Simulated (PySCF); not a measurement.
**Dipole moment and polarisability of `O=C1C[C@H](CCF)O1`**

C5H7FO2.
Atom-mapped SMILES: `[O:1]=[C:2]1[CH2:3][C@H:4]([CH2:5][CH2:6][F:7])[O:8]1` (hydrogens: H9, H10 on C3; H11 on C4; H12, H13 on C5; H14, H15 on C6)

Cartesian coordinates in Å at the GFN2-xTB level; atoms count from 1:
```
atom  x, y, z in Å
O1     3.4471    0.0851    0.5527
C2     2.3089    0.0153    0.2255
C3     1.1342    0.9650    0.1089
C4     0.3957   -0.2956   -0.3685
C5    -0.7311   -0.8185    0.5107
C6    -2.0074   -0.0075    0.3362
F7    -1.8244    1.2790    0.7817
O8     1.6082   -1.0665   -0.2088
H9     0.7871    1.3872    1.0479
H10    1.2580    1.7588   -0.6221
H11    0.0971   -0.2864   -1.4211
H12   -0.4179   -0.7856    1.5563
H13   -0.9338   -1.8571    0.2456
H14   -2.8253   -0.4295    0.9278
H15   -2.3008    0.0642   -0.7163
```

Level: PBE0/def2-SVPD (PySCF), static field, nuclei fixed, core orbitals frozen in the response. The polarisability tensor in these axes (au):

```
x   79.28  1.97  2.94
y    1.97 60.09  1.05
z    2.94  1.05 53.64
```

Task: What are the eigenvalues, a third of the trace, and Δα (Δα² = ½Σ(αi − αj)² over the three pairs)?

Result: Principal values 53.20, 59.98 and 79.84 au; mean 64.34 au = 9.53 Å³ = 10.61 × 10⁻⁴⁰ C²·m²/J; Δα = 23.98 au (37 % of the mean).

Task: What is the dipole moment, and where does it point?

Result: (-4.37, -0.22, -1.12) D, 4.51 D in size, pointing from the negative to the positive side. Measured along this direction, the outermost atoms are O1 at the negative end and H14 at the positive end.

Task: Molar refractivity from α?

Result: Lorentz–Lorenz: R = (4π/3)N_A α = 2.5225 cm³/(mol·Å³) × 9.53 Å³ = 24.1 cm³/mol, in the limit of long wavelengths.

Task: Form Σ f/ω² (atomic units) for the 6 lowest TDDFT singlets, given as eV and f, and set it beside the mean polarisability, which is this sum over all singlets: 5.99, 0.0005; 7.76, 0.0247; 7.89, 0.0436; 8.18, 0.0498; 8.31, 0.0126; 8.37, 0.0204.

Result: They add up to 1.74 au, 2.7 % of the 64.34 au; the largest single term is 0.55 au, from the state at 8.18 eV. Terms in order: 0.01, 0.30, 0.52, 0.55, 0.14, 0.22 au. Higher excitations give the rest. The strengths listed sum to 0.152.

Task: Give the principal axes and the span of the nuclei along them.

Result: Largest value along (0.99, 0.10, 0.12), where the nuclei span 6.21 Å; middle along (-0.12, 0.99, 0.11), 3.26 Å; least along (-0.10, -0.12, 0.99), 3.05 Å. The response follows the extents in order.

Task: What depolarisation ratio follows for Rayleigh scattering of linearly polarised light, taking the static tensor?

Result: ρ = 3Δα²/(45ᾱ² + 4Δα²) = 1724.4/(186278 + 2299.2) = 0.00914.

Task: How large is μ²/3kT at 500 K beside α?

Result: In Gaussian units μ²/3kT = 98.35 Å³ against 9.53 Å³, a ratio of 10.32; the Debye molar polarisation (4π/3)N_A(α + μ²/3kT) is 272.1 cm³/mol, leaving out the vibrational part.

Geometry: GFN2-xTB, one conformer, isolated molecule.
